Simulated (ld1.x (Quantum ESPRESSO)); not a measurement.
## Bi (Z = 83): RRKJ pseudisation with BLYP, fully relativistic reference atom.

Bi (Z = 83), norm-conserving RRKJ (Kleinman–Bylander form), made with ld1.x (Quantum ESPRESSO) 7.5 (BLYP, fully relativistic). Core [Xe] 4f14, reference 5d10 6s2 6p3. Waves: 6s (bound): rc 1.60 bohr; 6p (bound): rc 2.50 bohr; 5d (bound): rc 1.65 bohr. Local part: all-electron potential smoothed inside 2.35 bohr (lloc = -2). Core correction: none.

Open shells are filled in proportion to 2j + 1 (rel_dist='average').

Q: Does the generator finish with these settings?

A: No. ld1.x (Quantum ESPRESSO) 7.5 stopped with "compute_chi: n is too large": the Bessel-function wave could not be built (negative determinant in compute_phi), and the routine for χ then failed on it.
